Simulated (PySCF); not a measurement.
Species: C₈H₆FO (doublet state).
Cartesian coordinates in Å at the GFN2-xTB level; atoms count from 1:
```xyz
16
C8H6FO angstrom
F      4.0201   -1.3342    0.1556
C      3.3117   -0.1901    0.4554
C      1.9268   -0.3062    0.0482
C      0.8006   -0.4777   -0.3280
C     -0.5900   -0.6034   -0.7393
C     -1.0680    0.5990   -1.4458
C     -1.9309    1.4842   -1.0382
O     -2.5633    1.3863    0.2043
C     -2.3273    0.2297    0.8603
C     -1.4949   -0.7327    0.4864
H      3.3892   -0.0444    1.5400
H      3.8022    0.6353   -0.0751
H     -0.6779   -1.5046   -1.3640
H     -2.2613    2.3543   -1.5800
H     -2.9380    0.1549    1.7502
H     -1.4064   -1.6415    1.0584
```

Identity: `C([C@@H]1[C]=COC=C1)#CCF` [radical].

Method: UKS B3LYP, pcH-1 on C F H O, non-relativistic, mean-field spin-orbit, GIAO (PySCF). Geometry: GFN2-xTB; no solvent, vibrations or thermal averaging. The geometry wasn't refined by DFT: couplings that depend on bond lengths, twists or pyramidal angles can differ widely from those at the functional's own minimum.

Question: Count the α and β electrons and give S(S+1).

Answer: Nα = 36, Nβ = 35 (71 in all), and S(S+1) = 0.75 for S = 1/2.

Mulliken spin populations, one withheld:

```csv
atom,bound to,population
F1,C2,-0.0001
C2,"F1, C3, H11, H12",+0.0001
C3,"C2, C4",-0.0026
C4,"C3, C5",+0.0069
C5,"C4, C6, C10, H13",-0.0249
C6,"C5, C7",?
C7,"C6, O8, H14",-0.1121
O8,"C7, C9",+0.0514
C9,"O8, C10, H15",-0.0050
C10,"C9, C5, H16",+0.0390
H11,C2,-0.0001
H12,C2,-0.0001
H13,C5,+0.0109
H14,C7,+0.0187
H15,C9,+0.0047
H16,C10,+0.0135
```

Question: Fill in the missing population.

Answer: 1 − (0.0003) gives +1.000, since all populations sum to 2S.

Question: How is the spin shared among the elements?

Answer: Carbon +0.90, oxygen +0.05, hydrogen +0.05, fluorine 0.00. The positive populations sum to 1.14, the negative ones to -0.14.

Question: With ⟨S²⟩ = 0.7590, find the sum of squared α–β overlaps and estimate the admixture of higher spin.

Answer: For a single determinant ⟨S²⟩ = S(S+1) + Nβ − Σ|⟨iα|jβ⟩|², so the squared overlaps of occupied orbitals sum to 35 − 0.0090 = 34.9910. If the quartet state (S + 1) were the only admixture, its weight would be 0.0090/(2S + 2) = 0.30 %.

Question: What Fermi-contact NMR shifts do the couplings of F1, C3, C4, C5, C7, C9, C10 imply at 298 K (Curie law, g = gₑ)?

Answer: δ = a_FC·h·gₑ μB S(S+1)/(3 g_N μN kT), with k/h = 20836.6 MHz/K:

```
nuclei  isotope  a_FC (MHz)     g_N  contact shift (ppm)
    F1      19F       -0.94  5.2577                  -27
    C3      13C       -0.47  1.4048                  -49
    C4      13C        4.37  1.4048                 +461
    C5      13C       10.00  1.4048                +1053
    C7      13C       57.32  1.4048                +6040
    C9      13C       -2.11  1.4048                 -222
   C10      13C       34.63  1.4048                +3649
```

The shifts go as 1/T: at 348 K they are 0.856 times these.

Time: 2.0 min of wall time (grids of density and orbitals included); peak memory 1.1 GiB. Hardware: one thread, Arm Neoverse V2 (aarch64), no GPU, shared host with 96 logical CPUs at a one-minute load of 57.
